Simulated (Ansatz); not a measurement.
`N[SiH]1NC[SiH2]1`, relaxed with RKS PBE-D4/def2-SVP in Ansatz from a rough embedded geometry. The force threshold is 0.03 eV/Å; the program also tests the step.

The species carries charge 0 and has multiplicity 1.

Start:

```xyz
13

N    -1.445    1.071    1.401
Si   -0.300    0.998    0.217
N    -0.749   -0.512   -0.406
C     0.597   -1.029   -1.001
Si    1.633   -0.094    0.400
H    -1.538    0.052    1.774
H    -2.334    1.270    1.035
H    -0.531    2.000   -0.858
H    -1.475   -0.431   -1.191
H     0.799   -0.731   -1.970
H     0.634   -2.132   -0.874
H     2.858    0.485   -0.206
H     1.853   -0.947    1.679
```

Question: By how much does the energy fall, and how many steps does the optimiser take? (An estimate is asked.)

Answer: Ansatz gave: 1.71 eV, in 18 steps, 3 of them rejected.

Question: Which bonds change most? (Best estimate.)

Answer: Ansatz gave: Si2–Si5 from 2.228 to 2.365 Å; N3–C4 from 1.560 to 1.472 Å; N1–Si2 from 1.649 to 1.736 Å; C4–H10 from 1.034 to 1.116 Å.

Question: Give the relaxed structure. (Estimate.)

Answer: Computed: 
```xyz
13

N    -1.776    0.954    1.326
Si   -0.524    0.906    0.125
N    -0.621   -0.502   -0.915
C     0.687   -1.169   -1.031
Si    1.614   -0.091    0.291
H    -1.881    0.211    2.019
H    -2.121    1.850    1.675
H    -0.628    2.284   -0.492
H    -1.393   -0.827   -1.506
H     1.154   -1.080   -2.040
H     0.651   -2.254   -0.777
H     2.868    0.581   -0.212
H     1.969   -0.864    1.537
```
